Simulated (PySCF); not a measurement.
Species: C₇H₁₁ClO.
Cartesian coordinates in Å at the GFN2-xTB level; atoms count from 1:
```
atom  x, y, z in Å
C1     1.7991    0.7115    0.8862
C2     0.6758   -0.2567    0.5498
C3     0.7194   -0.7870   -0.8821
C4    -0.6715   -1.3836   -1.1193
C5    -1.6119   -0.6788   -0.1235
C6    -0.7514    0.3388    0.6469
C7    -0.7934    1.6707   -0.0294
O8    -0.8932    1.9138   -1.1835
Cl9   -0.6640    3.0183    1.1289
H10    2.7537    0.1904    0.8623
H11    1.8385    1.5276    0.1680
H12    1.6619    1.1317    1.8799
H13    0.7108   -1.1014    1.2456
H14    1.5133   -1.5191   -1.0213
H15    0.8952    0.0419   -1.5681
H16   -0.6629   -2.4572   -0.9320
H17   -0.9935   -1.2255   -2.1463
H18   -2.0341   -1.3944    0.5814
H19   -2.4363   -0.1821   -0.6328
H20   -1.0604    0.4517    1.6864
```

NICS is the negative of the GIAO shielding at a point without a nucleus: at the ring centre (0) and 1 Å above and below it (1); zz is the component along the ring normal. Level: GIAO PBE0/pcSseg-1 (PySCF, non-relativistic, gas phase) on the GFN2-xTB geometry, one conformer.

Ring bond lengths (Å), with Mayer bond orders in brackets: C2–C3 1.528 (0.98), C3–C4 1.532 (1.05), C4–C5 1.540 (1.02), C5–C6 1.539 (1.01), C6–C2 1.550 (0.97).

**Question.** What do the NICS probes read (ppm)?

**Answer.** 
```json
{"ring": "C2–C3–C4–C5–C6", "type": "5-membered carbocycle; formal bonds all single", "NICS(0)": "-5.4", "NICS(1), two faces": "-3.8 / -3.6", "NICS(1)zz, two faces": "-4.5 / -5.1", "rms pucker (Å)": "0.18", "centre to ring atoms, mean (Å)": "1.29"}
```

**Question.** What do they say, and how far can they be read as aromaticity?

**Answer.** 
- C2–C3–C4–C5–C6: mean NICS(1)zz -4.8 ppm, shielded. C2, C3, C4, C5, C6 have four or more neighbours, and the NICS criterion for π rings isn't applied.

**Question.** What is the mean of the two in-plane components of NICS at the second NICS(1) probe listed for ring C2–C3–C4–C5–C6, 1 Å off the ring?

**Answer.** The isotropic value is a third of the trace: (3 × -3.6 − (-5.1))/2 = -2.9 ppm.

Hardware: one thread of an Arm Neoverse V1 (shared host). Cost: 52 s (with the writing of density and orbital grids), 0.98 GiB resident at most. This is the whole shielding run at PBE0/pcSseg-1, SCF included.
